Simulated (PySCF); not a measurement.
ClF₂GeH₂N, SMILES [NH2][Ge]([F])([F])[Cl]. Atoms are numbered in the order given.

```xyz
7

N      1.8506    -0.3829     0.3601
Ge     0.1387     0.1686     0.1452
F     -0.6161     0.3578     1.6973
F     -0.0350     1.7512    -0.5712
Cl    -0.9555    -1.2475    -1.0276
H      2.2175    -0.8539    -0.4745
H      2.4928     0.3662     0.6439
```
Charge 0, spin multiplicity 1.

Geometry optimised at PBE-D3(BJ)/def2-SVP. This is a generated structure with no PubChem entry under its InChIKey; it may be hypothetical. One conformer was computed; it need not be the lowest.

The numbers are results of PBE/def2-TZVP (PySCF), not measurements.

- total energy = -2792.36591 hartree
- highest occupied level = -7.41 eV
- lowest empty level = -2.26 eV
- orbital gap = 5.15 eV
- dipole moment = 2.97 D
- quadrupole, principal values (traceless, Buckingham form, about the centre of nuclear charge) = -8.13, -0.81, 8.94 D·Å
- mean static polarisability = 47.1 bohr³ (6.98 Å³)
- polarisability, principal values = 39.4, 45.3, 56.5 bohr³
